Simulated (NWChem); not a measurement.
Everything below was run with NWChem. System: GaO, charge 0, spin multiplicity 2, at a geometry optimised with UB3LYP/def2-SVP. The structure started from a generated list of species. Its SCF solution wasn't tested for a lower state. Level: UMP2/def2-TZVP, 10 core orbitals frozen.

NWChem printed:

```
             Northwest Computational Chemistry Package (NWChem) 7.3.0
             --------------------------------------------------------

                                NWChem Input Module
                                -------------------

 Scaling coordinates for geometry "geometry" by  1.889725989
 (inverse scale =  0.529177249)

 Turning off AUTOSYM since
 SYMMETRY directive was detected!

                             Geometry "geometry" -> ""
                             -------------------------

 Output coordinates in angstroms (scale by  1.889725989 to convert to a.u.)

  No.       Tag          Charge          X              Y              Z
 ---- ---------------- ---------- -------------- -------------- --------------
    1 Ga                  31.0000     0.00000000     0.00000000     0.35267100
    2 O                    8.0000     0.00000000     0.00000000    -1.36660000

 Effective nuclear repulsion energy (a.u.)      76.3323279180

            Nuclear Dipole moment (a.u.)
            ----------------------------
        X                 Y               Z
 ---------------- ---------------- ----------------
     0.0000000000     0.0000000000     0.0000018897

      Symmetry information
      --------------------

 Group name             C2v
 Group number             16
 Group order               4
 No. of unique centers     2

      Symmetry unique atoms

     1    2


 Summary of "ao basis" -> "" (spherical)
 ------------------------------------------------------------------------------
       Tag                 Description            Shells   Functions and Types
 ---------------- ------------------------------  ------  ---------------------
 *                         def2-tzvp                  on all atoms

 Summary of "ao basis" -> "ao basis" (spherical)
 ------------------------------------------------------------------------------
       Tag                 Description            Shells   Functions and Types
 ---------------- ------------------------------  ------  ---------------------
 Ga                        def2-tzvp                16       48   6s5p4d1f
 O                         def2-tzvp                11       31   5s3p2d1f

                                 NWChem SCF Module
                                 -----------------

  ao basis        = "ao basis"
  functions       =    79
  atoms           =     2
  alpha electrons =    20
  beta  electrons =    19
  charge          =   0.00
[...]
     2   0 2 0    -14.743219     -7.486111     -7.257108      0.000000
     2   0 1 1      0.000000      0.000000      0.000000      0.000000
     2   0 0 2    -18.739661    -47.823245    -38.039734     67.123319

                   NWChem MP2 Semi-direct Energy/Gradient Module
                   ---------------------------------------------

  Basis functions       =     79
  Molecular orbitals    =     79
  Frozen core           =     10
  Frozen virtuals       =      0
  Active alpha occupied =     10
  Active beta occupied  =      9
  Active alpha virtual  =     59
  Active beta virtual   =     60
  Use MO symmetry       = T
  Use skeleton AO sym   = T

  AO/Fock/Back tols     =   1.0D-09  1.0D-09  1.0D-09

 GA uses MA = F    GA memory limited = T

 Available:
  local mem=  1.26D+08
 global mem=  1.44D+08
 local disk=  0.00D+00
  mp2_memr nvloc                    59
  nvloc new                    59
   1 passes of  10:        4194304                      42219                   6321627.
   1 passes of  10: M    126148683           G      144166718           F     121954379.

 Semi-direct pass number   1 of   1  for UHF alpha       at        3.6s
  vrange nnbf                  3146
  mp2_eaftype                    24  avail_ma_in_mb                  1099
 EAF : mp2_eaftype filesize          24    3160813.
  mp2_eaf for mointskh                     24
Node 0 wrote     14.8 Mb in      0.0 s     Agg I/O rate:   679.3 Mb/s
 Done moints_semi at        8.1s
  mp2_eaftype                    24  avail_ma_in_mb                  1075
 EAF : mp2_eaftype filesize          24    3160813.
  mp2_eaf for kh                    24
 Done maket at        8.3s
 Done multipass loop at        8.3s

 GA uses MA = F    GA memory limited = T

 Available:
  local mem=  1.26D+08
 global mem=  1.44D+08
 local disk=  0.00D+00
  mp2_memr nvloc                    60
  nvloc new                    60
   1 passes of   9:        4194304                      39720                   5786807.
   1 passes of   9: M    126148683           G      144166718           F     121954379.

 Semi-direct pass number   1 of   1  for UHF beta        at        8.3s
  vrange nnbf                  3146
  mp2_eaftype                    22  avail_ma_in_mb                  1099
 EAF : mp2_eaftype filesize          22    2893403.
  mp2_eaf for mointskh                     22
Node 0 wrote     13.6 Mb in      0.0 s     Agg I/O rate:   415.9 Mb/s
 Done moints_semi at       13.4s
  mp2_eaftype                    22  avail_ma_in_mb                  1077
 EAF : mp2_eaftype filesize          22    2893403.
  mp2_eaf for kh                    22
 Done maket at       13.5s
 Done multipass loop at       13.5s

          -------------------------------------------
          SCF energy               -1998.100404406544
          Correlation energy          -0.402999548382
          Singlet pairs                0.000000000000
          Triplet pairs                0.000000000000
          Total MP2 energy         -1998.503403954925
          -------------------------------------------

          ---------------------------------------------------
                    Spin Component Scaled (SCS) MP2
          Same spin pairs                     -0.116676268361
          Same spin scaling factor             0.333333333333
          Opposite spin pairs                 -0.286323280021
          Opposite spin scaling fact.          1.200000000000
          SCS-MP2 correlation energy          -0.382480025478
          Total SCS-MP2 energy             -1998.482884432022
          ---------------------------------------------------

 -----------------------
 Performance information
 -----------------------

 Timer overhead =  1.40D-07 seconds/call

               Nr. of calls         CPU time (s)                 Wall time (s)                GFlops
             ---------------    -------------------     ------------------------------   -------------------
Name         Min   Avg   Max    Min     Avg     Max     Min     Avg     Max   Mx/calls   Min     Max     Sum
mp2: moin     2     2     2    9.6     9.6     9.6      9.6     9.6     9.6     4.8      0.0     0.0     0.0
mp2: make     2     2     2   0.28    0.28    0.28     0.28    0.28    0.28    0.14      0.0     0.0     0.0
mp2: tota     1     1     1    10.     10.     10.      10.     10.     10.     10.      0.0     0.0     0.0

 The average no. of pstat calls per process was 5.00D+00
 with a timing overhead of 6.99D-07s

 Task  times  cpu:       13.5s     wall:       13.5s

 Total times  cpu:       13.6s     wall:       13.6s
```

### Question
Write an NWChem input that would produce this output.

### Answer
This is not unique; one that fits is 
```
start mol
memory heap 200 mb stack 900 mb global 1100 mb
geometry units angstroms nocenter noautoz
  Ga     0.000000     0.000000     0.352671
  O      0.000000     0.000000    -1.366600
  symmetry group C2v
end
basis spherical
  * library def2-tzvp
end
scf
  uhf
  nopen 1
  maxiter 100
  thresh 1e-7
  semidirect memsize 60000000 filesize 0
  # guess.movecs holds the orbitals of an unrestricted PBE0 run
  vectors input guess.movecs output mol.movecs
end
mp2
  freeze core 10
end
task mp2 energy
```
